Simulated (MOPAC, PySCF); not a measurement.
System: H2N (cation, charge +1), triplet: symmetric bend, bond length relaxed. Scanned: H-N-H angle. Other coordinates (N-H bond length) were minimised at PBE0/def2-TZVP.

- UKS-B3LYP/6-31G* = unrestricted B3LYP/6-31G*, spherical d run with PySCF 2.14.0
- PM3, unrestricted, heats of formation (MOPAC)
- UKS-B3LYP/6-311+G** = unrestricted B3LYP/6-311+G**, spherical d (PySCF 2.14.0)
- CCSD(T) on UHF/cc-pVTZ, 1 core orbital frozen (PySCF)

Energies relative to the lowest point of each profile, in kcal/mol; the last columns give the difference from CCSD(T):

```csv
a / °,UKS-B3LYP/6-31G*,PM3,UKS-B3LYP/6-311+G**,CCSD(T),UKS-B3LYP/6-31G* − CCSD(T),PM3 − CCSD(T),UKS-B3LYP/6-311+G** − CCSD(T)
180,0.5,0.0,0.4,0.7,-0.1,-0.7,-0.3
170,0.4,0.0,0.3,0.5,-0.1,-0.5,-0.2
160,0.1,0.3,0.0,0.1,-0.1,0.2,-0.1
150,0.0,1.0,0.0,0.0,0.0,1.0,0.0
140,0.7,2.4,0.8,0.7,0.1,1.7,0.2
130,2.9,4.9,3.1,2.8,0.1,2.1,0.3
120,7.1,8.9,7.2,6.9,0.2,2.0,0.4
110,13.8,14.8,13.9,13.4,0.4,1.4,0.5
100,23.6,23.1,23.4,22.9,0.7,0.3,0.5
90,36.9,34.4,36.2,35.7,1.2,-1.2,0.6
```

UKS-B3LYP/6-31G* is furthest from CCSD(T) at 90 (1.2 kcal/mol, above); its mean absolute difference over the points is 0.3 kcal/mol.

PM3 is furthest from CCSD(T) at 130 (2.1 kcal/mol, above); its mean absolute difference over the points is 1.1 kcal/mol.

UKS-B3LYP/6-311+G** is furthest from CCSD(T) at 90 (0.6 kcal/mol, above); its mean absolute difference over the points is 0.3 kcal/mol.

The scan ran from 180.0 to 60.0; beyond the range shown the relaxed coordinates jump or full CI changes its symmetry label.
